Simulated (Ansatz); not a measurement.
Gas-phase electronic energies from Ansatz, PBE0-D4/def2-TZVP geometries. CCSD(T)/CBS is the MP2 limit (def2-TZVPP, def2-QZVPP) plus CCSD(T) − MP2 in def2-TZVPP, frozen cores. Functionals use def2-TZVPP. HSE06 is defined as in plane-wave codes. For Br outer-core shells are correlated without core-valence functions, which leaves a few kJ/mol of doubt a bond. Scalar relativity is left out up to krypton. One conformer a species, not always the lowest.

Consider the ligand exchange at a B–C bond: `NBCBr` + `CNC` → `CN(C)BN` + `CBr`.

`NBCBr`:

```xyz
9

N     0.506    0.935   -0.966
B    -0.477    0.471   -0.115
C    -0.296   -0.816    0.770
Br    1.429   -1.709    0.573
H     1.392    0.461   -1.058
H     0.405    1.755   -1.536
H    -1.519    1.062   -0.035
H    -1.048   -1.571    0.535
H    -0.392   -0.588    1.832
```

`CNC`:

Cartesian coordinates in Å:
```
C 0.342 -0.547 1.022
N -0.638 0.183 0.252
C -0.127 0.632 -1.022
H -0.107 -0.913 1.947
H 1.162 0.124 1.296
H 0.785 -1.405 0.488
H -1.459 -0.391 0.110
H 0.667 1.366 -0.857
H -0.919 1.126 -1.589
H 0.294 -0.175 -1.647
```

`CN(C)BN`:

Z-matrix (Å, degrees):
```
C
N 1 1.437
H 1 1.098 2 111.3
H 1 1.090 2 111.4 3 120.0
H 1 1.098 2 111.4 3 -119.8
C 2 1.439 1 113.2 3 59.2
B 2 1.411 1 124.8 3 -121.1
H 6 1.099 2 111.4 1 -59.8
H 6 1.089 2 109.9 1 -179.9
H 6 1.099 2 111.5 1 60.0
N 7 1.411 2 124.4 1 0.0
H 7 1.200 2 117.8 1 180.0
H 11 1.004 7 125.6 2 -0.2
H 11 1.003 7 121.0 2 179.9
```

`CBr`:

```xyz
5

C     0.173   -0.065    0.019
Br   -1.627    0.611   -0.178
H     0.222   -1.034   -0.470
H     0.383   -0.155    1.081
H     0.850    0.642   -0.452
```

| level | ΔE (kJ/mol) |
| --- | --- |
| LDA (SPW92) | -87.3 |
| PBE-D4 | -81.1 |
| HSE06-D4 | -82.4 |
| ωB97X-V | -83.3 |
| r2SCANh | -83.6 |
| LC-ωPBE | -84.2 |
| HF/def2-TZVPP | -85.7 |
| SCS-MP2/def2-TZVPP | -86.0 |

(1) What does CCSD(T)/CBS give? (Best estimate.)

Largest T1 diagnostic among the species: 0.011.

Answers

(1) Computed: -82.6 kJ/mol. The listed levels differ from it by -4.7, 1.5, 0.2, -0.7, -1.0, -1.6, -3.1, -3.4 kJ/mol.

From BLYP to BHLYP (50 % exact exchange), in def2-TZVPP and without D4, ΔE moves by −3.9 kJ/mol. At CCSD(T), def2-SVP lies −5.8 kJ/mol from the extrapolated value and def2-TZVPP −1.3 kJ/mol. Leaving LDA and LC-ωPBE aside and taking each functional with its dispersion term where it has one, the values, not all of them listed here, spread over 7.2 kJ/mol, from CAM-B3LYP-D4 to revPBE-D4. LDA lies −7.2 kJ/mol from PBE without D4.
